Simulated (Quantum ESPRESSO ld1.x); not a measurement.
Problem. Ag I, 47 electrons, occupied as [Kr] 4d10 5s1. Calculated with ld1.x of Quantum ESPRESSO 7.5: scalar-relativistic Kohn-Sham, LDA (Slater exchange, Perdew-Zunger correlation), spin-unpolarised, spherical densities, point nucleus. Some entries of the table are withheld. Estimate them.

orbital  occ.  eigenvalue (hartree)  <r^2> (bohr^2)  <r> (bohr)
1s          2              -929.722             (1)     0.03114
2s          2              -136.923         0.02150      0.1351
2p          6              -122.897             (2)      0.1177
3s          2              -25.0844          0.1559      0.3692
3p          6              -20.4776          0.1574      0.3681
3d         10              -13.1895          0.1427      0.3460
4s          2              -3.49405          0.9421      0.9111
4p          6              -2.15598           1.149       1.000
4d         10              -0.28157           2.522       1.421
5s          1              -0.17345           11.24       3.108

Solution. 
(1) 1s <r^2> (bohr^2): 0.001311
(2) 2p <r^2> (bohr^2): 0.01692
